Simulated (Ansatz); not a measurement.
Job for Ansatz (a first-principles code): FCI/6-31G on HNaO (SMILES [OH][Na]), a point of a bond scan (R = 2.576 Å).

Ansatz 0.2 input:
```yaml
crystal:
  periodic: [false, false, false]
  atoms:
    - {symbol: Na, position_ang: [-0.00000000, -0.00000000, -0.91728888]}
    - {symbol: O, position_ang: [0.00000000, 0.00000000, 1.01510457]}
    - {symbol: H, position_ang: [0.00000000, 0.00000000, 3.59154336]}
basis:
  gaussian:
    orbitals: 6-31G
magnetization: {spin_polarized: false}
correlation: {method: fci, electrons: outside_noble_gas}
```

The log:

```
WARN ansatz: RAYON_NUM_THREADS=1 ignored (pool sized by the plan → 1); use --threads N
Functional definition: HF
integrals: 0.00 GiB planned
430 factors; integrals over basis functions are off by at most 2.3e-7 eV
mean field: 0.05 GiB planned
mean field evaluation 1: about -6433.8694 eV, gradient 6.4e1 eV
mean field evaluation 2: about -6433.8830 eV, gradient 6.4e1 eV
mean field evaluation 4: about -6437.9472 eV, gradient 5.2e1 eV
mean field evaluation 8: about -6448.4301 eV, gradient 7.9e-1 eV
mean field evaluation 16: about -6444.7724 eV, gradient 4.9e0 eV
mean field evaluation 32: about -6445.7706 eV, gradient 5.6e-1 eV
mean field evaluation 64: about -6447.1257 eV, gradient 9.3e0 eV
mean field evaluation 96: about -6448.4316 eV, gradient 5.5e-1 eV
mean field evaluation 128: about -6448.4297 eV, gradient 3.0e-1 eV
mean field -6448.43004642 eV, -236.9754333031 hartree, gradient 7.9e-6 eV, S^2 0.000000; 9 other end points of the search recorded, 0 dependent functions left out; unrestricted orbitals would lower it
determinant -6448.43004642 eV, -236.9754333031 hartree, with singles and doubles -6454.62169692 eV, -237.2029722620 hartree
determinant -6445.78060593 eV, -236.8780681609 hartree, with singles and doubles -6449.71843804 eV, -237.0227808218 hartree
determinant -6445.28497951 eV, -236.8598542257 hartree, with singles and doubles -6452.02484639 eV, -237.1075397652 hartree
unrestricted determinant -6452.72291954 eV, -237.1331934804 hartree, S^2 1.0076
6 core orbitals not correlated
reference -6448.43004642 eV, -236.9754333031 hartree; 4, 4 occupied and 14, 14 virtual orbitals, 430 factors
configuration interaction: 0.76 GiB planned
state -6455.50589165 eV, -237.2354658191 hartree
Total energy: -6455.50589165 eV, -237.2354658191 hartree
```

The run converged.

Cost: around 21 core-seconds (rough).
